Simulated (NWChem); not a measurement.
All runs are NWChem calculations. System: CuF, charge 0, spin multiplicity 1, at a geometry optimised with B3LYP/def2-SVP. The structure started from a generated list of species. Level: TD-CAM-B3LYP/def2-SVPD.

Input file:

```
start mol
memory heap 200 mb stack 900 mb global 1100 mb
geometry units angstroms nocenter noautoz
  Cu     0.000000     0.000000    -0.414585
  F      0.000000     0.000000     1.335886
  symmetry group C2v
end
basis spherical
  * library def2-svpd
end
dft
  xc xcamb88 1.00 lyp 0.81 vwn_5 0.19 hfexch 1.00
  cam 0.33 cam_alpha 0.19 cam_beta 0.46
  direct
  iterations 100
end
tddft
  rpa
  nroots 6
  notriplet
  thresh 1e-4
end
task tddft energy
```

NWChem printed:

```
             Northwest Computational Chemistry Package (NWChem) 7.3.0
             --------------------------------------------------------

                                NWChem Input Module
                                -------------------

 Scaling coordinates for geometry "geometry" by  1.889725989
 (inverse scale =  0.529177249)

 Turning off AUTOSYM since
 SYMMETRY directive was detected!

                             Geometry "geometry" -> ""
                             -------------------------

 Output coordinates in angstroms (scale by  1.889725989 to convert to a.u.)

  No.       Tag          Charge          X              Y              Z
 ---- ---------------- ---------- -------------- -------------- --------------
    1 Cu                  29.0000     0.00000000     0.00000000    -0.41458500
    2 F                    9.0000     0.00000000     0.00000000     1.33588600

 Effective nuclear repulsion energy (a.u.)      78.9017710027

            Nuclear Dipole moment (a.u.)
            ----------------------------
        X                 Y               Z
 ---------------- ---------------- ----------------
     0.0000000000     0.0000000000     0.0000170075

      Symmetry information
      --------------------

 Group name             C2v
 Group number             16
 Group order               4
 No. of unique centers     2

      Symmetry unique atoms

     1    2


 Summary of "ao basis" -> "" (spherical)
 ------------------------------------------------------------------------------
       Tag                 Description            Shells   Functions and Types
 ---------------- ------------------------------  ------  ---------------------
 *                         def2-svpd                  on all atoms

                                 NWChem DFT Module
                                 -----------------

 Summary of "ao basis" -> "ao basis" (spherical)
 ------------------------------------------------------------------------------
       Tag                 Description            Shells   Functions and Types
 ---------------- ------------------------------  ------  ---------------------
 Cu                        def2-svpd                12       34   5s4p2d1f
 F                         def2-svpd                 9       23   4s3p2d

 Summary of "ao basis" -> "ao basis" (spherical)
 ------------------------------------------------------------------------------
       Tag                 Description            Shells   Functions and Types
 ---------------- ------------------------------  ------  ---------------------
 Cu                        def2-svpd                12       34   5s4p2d1f
 F                         def2-svpd                 9       23   4s3p2d

      Symmetry analysis of basis
      --------------------------

        a1         26
        a2          5
        b1         13
        b2         13

  int_init: cando_txs set to always be  F

            General Information
            -------------------
          SCF calculation type: DFT
          Wavefunction type:  closed shell.
          No. of atoms     :     2
          No. of electrons :    38
           Alpha electrons :    19
            Beta electrons :    19
          Charge           :     0
          Spin multiplicity:     1
          Use of symmetry is: off; symmetry adaption is: on
          Maximum number of iterations: 100
          This is a Direct SCF calculation.
          AO basis - number of functions:    57
                     number of shells:    21
          Convergence on energy requested:  1.00D-06
          Convergence on density requested:  1.00D-05
          Convergence on gradient requested:  5.00D-04

              XC Information
              --------------
                     Hartree-Fock (Exact) Exchange  1.000
                   CAM-Becke88 Exchange Functional  1.000
                      VWN V Correlation Functional  0.190 local
              Lee-Yang-Parr Correlation Functional  0.810

           Range-Separation Parameters
           ---------------------------
           Alpha           :  0.19
           Beta            :  0.46
           Gamma           :  0.33
           Short-Range HF  :     F

             Grid Information
             ----------------
          Grid used for XC integration:  medium
          Radial quadrature: Mura-Knowles
          Angular quadrature: Lebedev.
          Tag              B.-S. Rad. Rad. Pts. Rad. Cut. Ang. Pts.
          ---              ---------- --------- --------- ---------
          Cu                  1.35      112           9.0       590
          F                   0.50       49          10.0       434
          Grid pruning is: on
          Number of quadrature shells:   161
          Spatial weights used:  Erf1

          Convergence Information
          -----------------------
          Convergence aids based upon iterative change in
          total energy or number of iterations.
          Levelshifting, if invoked, occurs when the
          HOMO/LUMO gap drops below (HL_TOL):  1.00D-02
          DIIS, if invoked, will attempt to extrapolate
          using up to (NFOCK): 10 stored Fock matrices.

                    Damping( 0%)  Levelshifting(0.5)       DIIS
                  --------------- ------------------- ---------------
          dE  on:    start            ASAP                start
          dE off:    2 iters        100 iters           100 iters

      Screening Tolerance Information
      -------------------------------
          Density screening/tol_rho:  1.00D-10
          AO Gaussian exp screening on grid/accAOfunc:  14
[...]
              XC Information
              --------------
              Hartree-Fock (Exact) Exchange   1.00
            CAM-Becke88 Exchange Functional   1.00
               VWN V Correlation Functional   0.19 local
       Lee-Yang-Parr Correlation Functional   0.81
           Alpha           :  0.19
           Beta            :  0.46
           Gamma           :  0.33

             TDDFT Information
             -----------------
          Calculation type : TDDFT
         Wavefunction type : Restricted singlets
          No. of electrons :      38
           Alpha electrons :      19
            Beta electrons :      19
              No. of roots :       6
          Max subspacesize :    5200
            Max iterations :     100
               Target root :       1
           Target symmetry : none
      Symmetry restriction : off
                 Algorithm : Optimal
        Davidson threshold :  0.10D-03

            Memory Information
            ------------------
          Available GA space size is         144175951 doubles
          Available MA space size is         110623628 doubles
          Length of a trial vector is          722
          Algorithm : Incore multiple tensor contraction
          Estimated peak GA usage is          15195212 doubles
          Estimated peak MA usage is             25800 doubles

    6 smallest eigenvalue differences (eV)
--------------------------------------------------------
  No. Spin  Occ  Vir  Irrep   E(Occ)    E(Vir)   E(Diff)
--------------------------------------------------------
    1    1   19   20 a1       -0.322    -0.077     6.663
    2    1   18   20 b2       -0.335    -0.077     7.019
    3    1   17   20 b1       -0.335    -0.077     7.019
    4    1   16   20 a2       -0.358    -0.077     7.645
    5    1   15   20 a1       -0.358    -0.077     7.645
    6    1   14   20 b2       -0.416    -0.077     9.206
--------------------------------------------------------

  Entering Davidson iterations
  Restricted singlet excited states

  Iter   NTrls   NConv    DeltaV     DeltaE      Time
  ----  ------  ------  ---------  ---------  ---------
    1      6       0     0.35E+00   0.10+100        1.6
    2     18       0     0.53E-01   0.23E-01        2.0
    3     30       0     0.15E-01   0.76E-03        2.0
    4     42       0     0.28E-02   0.40E-04        2.1
    5     54       3     0.40E-03   0.12E-05        2.0
    6     60       5     0.12E-03   0.99E-07        1.6
    7     62       6     0.47E-04   0.13E-07        1.4
  ----  ------  ------  ---------  ---------  ---------
  Convergence criterion met

  Ground state a1      -1740.133375956436 a.u.

  ----------------------------------------------------------------------------
  Root   1 singlet b2             0.083034683 a.u.                2.2595 eV
  ----------------------------------------------------------------------------
     Transition Moments    X  0.02206   Y  0.31849   Z  0.00000
     Transition Moments   XX -0.00000  XY -0.00000  XZ -0.05099
     Transition Moments   YY -0.00000  YZ -0.73634  ZZ  0.00000
     Dipole Oscillator Strength                    0.0056418891
     Electric Quadrupole                           0.0000000017
     Magnetic Dipole                               0.0000002078
     Total Oscillator Strength                     0.0056420985

          sigma_e =   1.6465 Angstrom
          sigma_h =   0.8690 Angstrom
         |d_h->e| =   0.7905 Angstrom
            d_exc =   2.0221 Angstrom
            d_CD1 =   1.5681 Angstrom
            d_CD2 =  -0.4672 Angstrom
            d_CD3 =   2.8126 Angstrom
     Pearson C.C. =   0.0009

     Occ.   14  b2  ---  Virt.   20  a1   0.25548 X
     Occ.   14  b2  ---  Virt.   24  a1   0.05774 X
     Occ.   17  b1  ---  Virt.   20  a1  -0.06558 X
     Occ.   18  b2  ---  Virt.   20  a1   0.94686 X
     Occ.   18  b2  ---  Virt.   23  a1   0.06842 X
     Occ.   18  b2  ---  Virt.   24  a1   0.15734 X
  ----------------------------------------------------------------------------
  Root   2 singlet b1             0.083034687 a.u.                2.2595 eV
  ----------------------------------------------------------------------------
     Transition Moments    X -0.31847   Y  0.02206   Z  0.00000
     Transition Moments   XX -0.00000  XY -0.00000  XZ  0.73628
     Transition Moments   YY -0.00000  YZ -0.05100  ZZ  0.00000
     Dipole Oscillator Strength                    0.0056411884
     Electric Quadrupole                           0.0000000017
     Magnetic Dipole                               0.0000002078
     Total Oscillator Strength                     0.0056413979

          sigma_e =   1.6466 Angstrom
          sigma_h =   0.8690 Angstrom
         |d_h->e| =   0.7905 Angstrom
            d_exc =   2.0221 Angstrom
            d_CD1 =   1.5681 Angstrom
            d_CD2 =  -0.4672 Angstrom
            d_CD3 =   2.8126 Angstrom
     Pearson C.C. =   0.0009

     Occ.   13  b1  ---  Virt.   20  a1   0.25548 X
     Occ.   13  b1  ---  Virt.   24  a1   0.05774 X
     Occ.   17  b1  ---  Virt.   20  a1   0.94686 X
     Occ.   17  b1  ---  Virt.   23  a1   0.06842 X
     Occ.   17  b1  ---  Virt.   24  a1   0.15733 X
     Occ.   18  b2  ---  Virt.   20  a1   0.06558 X
  ----------------------------------------------------------------------------
  Root   3 singlet a1             0.085234061 a.u.                2.3193 eV
  ----------------------------------------------------------------------------
     Transition Moments    X -0.00000   Y  0.00000   Z -0.30494
     Transition Moments   XX  0.80811  XY -0.00000  XZ  0.00000
     Transition Moments   YY  0.80811  YZ -0.00000  ZZ -0.53939
     Dipole Oscillator Strength                    0.0052839360
     Electric Quadrupole                           0.0000000020
     Magnetic Dipole                               0.0000000000
     Total Oscillator Strength                     0.0052839379

          sigma_e =   1.6247 Angstrom
          sigma_h =   0.9706 Angstrom
         |d_h->e| =   0.9288 Angstrom
            d_exc =   2.0986 Angstrom
            d_CD1 =   1.5829 Angstrom
            d_CD2 =  -0.3689 Angstrom
            d_CD3 =   3.0274 Angstrom
     Pearson C.C. =   0.0128

     Occ.   12  a1  ---  Virt.   20  a1   0.13939 X
     Occ.   17  b1  ---  Virt.   21  b1   0.05133 X
     Occ.   18  b2  ---  Virt.   22  b2  -0.05133 X
     Occ.   19  a1  ---  Virt.   20  a1   0.97923 X
     Occ.   19  a1  ---  Virt.   20  a1  -0.10722 Y
     Occ.   19  a1  ---  Virt.   24  a1   0.16519 X
  ----------------------------------------------------------------------------
  Root   4 singlet a2             0.092163976 a.u.                2.5079 eV
  ----------------------------------------------------------------------------
     Transition Moments    X -0.00000   Y  0.00000   Z -0.00000
     Transition Moments   XX  0.00000  XY  0.39190  XZ  0.00000
     Transition Moments   YY  0.00000  YZ -0.00000  ZZ -0.00000
     Dipole Oscillator Strength                    0.0000000000
     Electric Quadrupole                           0.0000000006
     Magnetic Dipole                               0.0000000000
     Total Oscillator Strength                     0.0000000006

          sigma_e =   1.6057 Angstrom
          sigma_h =   0.5953 Angstrom
         |d_h->e| =   0.6537 Angstrom
            d_exc =   1.8329 Angstrom
            d_CD1 =   1.6641 Angstrom
            d_CD2 =  -0.4468 Angstrom
            d_CD3 =   2.4866 Angstrom
     Pearson C.C. =   0.0001

     Occ.   16  a2  ---  Virt.   20  a1  -0.98235 X
     Occ.   16  a2  ---  Virt.   23  a1  -0.05489 X
     Occ.   16  a2  ---  Virt.   24  a1  -0.18126 X
  ----------------------------------------------------------------------------
  Root   5 singlet a1             0.092164130 a.u.                2.5079 eV
  ----------------------------------------------------------------------------
     Transition Moments    X  0.00000   Y -0.00000   Z -0.00000
     Transition Moments   XX  0.39190  XY -0.00000  XZ -0.00000
     Transition Moments   YY -0.39190  YZ  0.00000  ZZ -0.00000
     Dipole Oscillator Strength                    0.0000000000
     Electric Quadrupole                           0.0000000006
     Magnetic Dipole                               0.0000000000
     Total Oscillator Strength                     0.0000000006

          sigma_e =   1.6057 Angstrom
          sigma_h =   0.5953 Angstrom
         |d_h->e| =   0.6537 Angstrom
            d_exc =   1.8329 Angstrom
            d_CD1 =   1.6641 Angstrom
            d_CD2 =  -0.4468 Angstrom
            d_CD3 =   2.4866 Angstrom
     Pearson C.C. =   0.0001

     Occ.   15  a1  ---  Virt.   20  a1  -0.98235 X
     Occ.   15  a1  ---  Virt.   23  a1  -0.05489 X
     Occ.   15  a1  ---  Virt.   24  a1  -0.18126 X
  ----------------------------------------------------------------------------
  Root   6 singlet b2             0.196822994 a.u.                5.3558 eV
  ----------------------------------------------------------------------------
     Transition Moments    X  0.00000   Y  0.16423   Z  0.00000
     Transition Moments   XX -0.00000  XY  0.00000  XZ  0.00000
     Transition Moments   YY -0.00000  YZ  0.43587  ZZ -0.00000
     Dipole Oscillator Strength                    0.0035392144
     Electric Quadrupole                           0.0000000077
     Magnetic Dipole                               0.0000000714
     Total Oscillator Strength                     0.0035392936

          sigma_e =   1.7368 Angstrom
          sigma_h =   0.9232 Angstrom
         |d_h->e| =   2.0546 Angstrom
            d_exc =   2.8340 Angstrom
            d_CD1 =   2.8683 Angstrom
            d_CD2 =   0.7247 Angstrom
            d_CD3 =   4.8887 Angstrom
     Pearson C.C. =   0.0183

     Occ.   14  b2  ---  Virt.   20  a1  -0.94787 X
     Occ.   14  b2  ---  Virt.   23  a1  -0.09887 X
     Occ.   14  b2  ---  Virt.   24  a1  -0.12204 X
     Occ.   18  b2  ---  Virt.   20  a1   0.26085 X
     Occ.   18  b2  ---  Virt.   23  a1   0.07015 X

              Target root =      1
          Target symmetry = none
      Ground state energy =  -1740.133375956436
        Excitation energy =      0.083034683137
     Excited state energy =  -1740.050341273298

  stored tddft:energy   -1740.0503412732983

 Task  times  cpu:       18.2s     wall:       18.2s

 Total times  cpu:       18.2s     wall:       18.2s
```
